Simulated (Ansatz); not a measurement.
Calculated with Ansatz (gas phase, PBE0-D4/def2-TZVP geometries, no zero-point term in ΔE). CCSD(T)/CBS is the MP2 limit (def2-TZVPP, def2-QZVPP) plus CCSD(T) − MP2 in def2-TZVPP, frozen cores. One conformer a species, not always the lowest.

Consider the isomerisation: `OC1[SiH2]N[SiH2]1` → `N=C([SiH3])O[SiH3]`.

```
             species  HF/def2-TZVPP energy (Eh)
 `OC1[SiH2]N[SiH2]1`                 -749.23930
`N=C([SiH3])O[SiH3]`                 -749.23608
```

Work out ΔE.

ΔE = (-749.23608) − (-749.23930) = 0.00322 Eh = +8.5 kJ/mol. CCSD(T)/CBS gives +39.3 kJ/mol.

Largest T1 diagnostic among the species: 0.014.

In def2-TZVPP, CCSD(T) changes the Hartree–Fock value by +19.9 kJ/mol (the triples alone add −2.9 kJ/mol) and MP2 by +31.3 kJ/mol. The D4 term adds +4.0 kJ/mol with B3LYP and +1.9 kJ/mol with PBE0; it sums over pairs of atoms, weighted by their polarisabilities, and B3LYP, whose exchange is more repulsive, gets the larger term.

B3LYP here is the variant with VWN-RPA as its local correlation; programs differ in this.
